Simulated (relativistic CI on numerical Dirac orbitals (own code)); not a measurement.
**Spin-allowed bands of a d3 ion in a tetrahedral site, by hand**

Problem. Take Δ = 8400 cm⁻¹ and B = 940 cm⁻¹ for a d3 ion in a tetrahedral site. Calculate the three spin-allowed bands.

Working.
1. The terms of highest spin are 4F (energy 0) and 4P (15B = 14100 cm⁻¹). Here the F term splits into A2 at +1.2Δ = 10080, T2 at +0.2Δ = 1680 and T1 at −0.6Δ = -5040 cm⁻¹.
2. The two T1 states mix through the element 0.4Δ: H = [[-5040, 3360], [3360, 14100]], with roots ½(H₁₁ + H₂₂) ∓ ½√[(H₂₂ − H₁₁)² + 4H₁₂²] = ½(9060) ∓ ½(20285) = -5613 and 14673 cm⁻¹.
3. The ground term is 4T1 at -5613 cm⁻¹.
4. Bands: 4T2 7293 cm⁻¹ (1371 nm), 4A2 15693 cm⁻¹ (637 nm), 4T1(P) 20285 cm⁻¹ (493 nm).

Check. Exact diagonalisation of the whole d3 shell with these parameters gives 4T2 7293, 4A2 15693, 4T1 20285 cm⁻¹. The match is exact, since without spin-orbit coupling no other term has this spin. The ratio of the second band to the first, 2.152, depends on Δ/B = 8.9 alone, which is how a Tanabe-Sugano diagram is read.
